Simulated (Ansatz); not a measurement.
Isolated molecules relaxed with PBE0-D4/def2-TZVP in Ansatz; ΔE leaves out vibrations. CCSD(T)/CBS adds triple-zeta CCSD(T) − MP2 to the extrapolated MP2 energy (def2 sets, frozen cores). DFT in def2-TZVPP. For Zn outer-core shells are correlated without core-valence functions, which leaves a few kJ/mol of doubt a bond. Scalar relativity is left out up to krypton. Each species was taken in one conformer, which may not be the lowest.

Reaction (redistribution): `[CH3][Zn-]1[O]C(C(F)(F)F)=CC(C(F)(F)F)=[O+]1` + `OB(F)S[SiH3]` → `[CH3][Zn][S][SiH3]` + `O[B-]1(F)OC(C(F)(F)F)=CC(C(F)(F)F)=[O+]1`

`[CH3][Zn-]1[O]C(C(F)(F)F)=CC(C(F)(F)F)=[O+]1`:

```xyz
19

C     2.599    2.480    1.329
Zn    1.284    1.224    0.656
O     0.095   -0.131    1.478
C    -0.713   -0.871    0.871
C    -1.489   -1.818    1.804
F    -2.176   -1.110    2.698
F    -2.349   -2.595    1.145
F    -0.639   -2.606    2.458
C    -0.968   -0.923   -0.496
C    -0.298   -0.094   -1.390
C    -0.628   -0.203   -2.889
F    -1.076    0.966   -3.340
F    -1.556   -1.126   -3.143
F     0.469   -0.523   -3.572
O     0.576    0.768   -1.137
H     3.358    1.958    1.915
H     2.121    3.219    1.975
H     3.090    3.002    0.507
H    -1.699   -1.620   -0.870
```

`OB(F)S[SiH3]`:

Cartesian coordinates in Å:
```
O 0.498 1.303 -0.725
B 0.713 0.096 -1.297
F 1.342 0.015 -2.469
S 0.163 -1.441 -0.514
Si -0.732 -0.613 1.256
H 0.839 2.038 -1.244
H 0.270 0.111 2.074
H -1.232 -1.793 2.003
H -1.861 0.283 0.915
```

`[CH3][Zn][S][SiH3]`:

Cartesian coordinates in Å:
```
C -0.266 -0.927 2.309
Zn 0.012 0.417 0.949
S 0.332 1.967 -0.547
Si 0.235 0.744 -2.283
H 0.261 -1.847 2.049
H -1.329 -1.153 2.413
H 0.109 -0.577 3.273
H -1.092 0.087 -2.434
H 1.266 -0.330 -2.271
H 0.471 1.620 -3.458
```

`O[B-]1(F)OC(C(F)(F)F)=CC(C(F)(F)F)=[O+]1`:

Cartesian coordinates in Å:
```
O 0.027 -2.621 -0.555
B -0.672 -1.766 0.284
F -1.628 -2.278 1.093
O 0.346 -1.021 1.177
C 0.826 0.104 0.868
C 1.972 0.560 1.773
F 2.452 1.738 1.382
F 1.541 0.676 3.024
F 2.957 -0.328 1.742
C 0.361 0.903 -0.162
C -0.773 0.442 -0.808
C -1.491 1.292 -1.858
F -0.847 2.437 -2.071
F -1.566 0.631 -3.006
F -2.723 1.573 -1.446
O -1.330 -0.666 -0.579
H -0.255 -3.533 -0.470
H 0.802 1.858 -0.390
```

```
             level  ΔE (kJ/mol)
           PBE0-D4        -26.3
               PBE        -25.4
              PBE0        -26.2
     HF/def2-TZVPP         -3.9
   CCSD/def2-TZVPP        -16.2
CCSD(T)/def2-TZVPP        -17.8
     HF/def2-QZVPP         -1.2
SCS-MP2/def2-QZVPP        -13.2
```

Task: What does CCSD(T)/CBS give? (An estimate is asked.)

Result: The calculation gave: -15.7 kJ/mol. The listed levels differ from it by -10.6, -9.7, -10.5, 11.8, -0.5, -2.1, 14.5, 2.5 kJ/mol.

Largest T1 diagnostic among the species: 0.015.

In def2-TZVPP, CCSD(T) changes the Hartree–Fock value by −14.0 kJ/mol (the triples alone add −1.6 kJ/mol) and MP2 by −18.0 kJ/mol.
